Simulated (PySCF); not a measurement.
**Electric properties by functional and basis**

Compound: CH8OSSi2.
Cartesian coordinates in Å at the PBE0-D3(BJ)/def2-SVP level; atoms count from 1:
```xyz
13
CH8OSSi2 angstrom
C     -2.229   -0.167   -0.627
S     -0.919   -1.429   -0.505
Si     0.450   -0.361    0.770
O      1.420   -1.449    1.574
Si     1.850    0.984   -0.525
H     -2.614    0.110    0.364
H     -3.043   -0.613   -1.214
H     -1.876    0.733   -1.151
H     -0.405    0.454    1.699
H      0.962   -2.115    2.099
H      2.674    0.122   -1.425
H      0.983    1.868   -1.367
H      2.751    1.850    0.297
```

PySCF, dipoles from the SCF density, polarisabilities from static response with core orbitals frozen. Isolated species at its PBE0-D3(BJ)/def2-SVP geometry (one conformer only).

The anisotropy is √(½[(α1 − α2)² + (α2 − α3)² + (α3 − α1)²]).

```tsv
level	μ (D)	α (Å³)	anisotropy (Å³)
LDA/def2-SVPD	1.925	15.29	4.33
PBE/def2-SVPD	1.876	14.99	4.20
B3LYP/def2-SVPD	1.922	14.46	3.83
PBE0/def2-SVPD	1.955	14.34	3.82
BHandHLYP/def2-SVPD	2.003	13.83	3.47
CAM-B3LYP/def2-SVPD	1.957	14.16	3.58
wB97X-D/def2-SVPD	1.980	14.11	3.55
LC-wPBE/def2-SVPD	1.991	13.79	3.40
HF/def2-SVPD	2.121	13.17	3.03
PBE0/6-31G*	2.053	11.61	3.58
PBE0/6-31+G*	2.128	13.06	3.57
PBE0/def2-SVP	1.941	12.05	3.63
PBE0/aug-cc-pVDZ	1.906	14.56	3.85
PBE0/def2-TZVP	1.933	13.51	3.87
PBE0/def2-TZVPD	1.909	14.52	3.87
```

The dipole runs from 1.88 D (PBE/def2-SVPD) to 2.13 D (PBE0/6-31+G*). No reference polarisability is at hand; against PBE0 in the largest diffuse basis at hand (def2-TZVPD) the other PBE0 rows deviate by 6-31G* -20%, 6-31+G* -10%, def2-SVP -17%, def2-SVPD -1%, aug-cc-pVDZ 0%, def2-TZVP -7%. In one basis (def2-SVPD) the functionals order the polarisability from HF (lowest) to LDA (highest), a spread of 16%. With PBE0 the polarisability is 12.39 Å³ without diffuse functions (mean of 6-31G*, def2-SVP and def2-TZVP) and 14.12 Å³ with them (mean of 6-31+G*, def2-SVPD, aug-cc-pVDZ and def2-TZVPD).

Without π bonds the low states are Rydberg-like; a valence basis with one diffuse set may place them up to an eV too high.
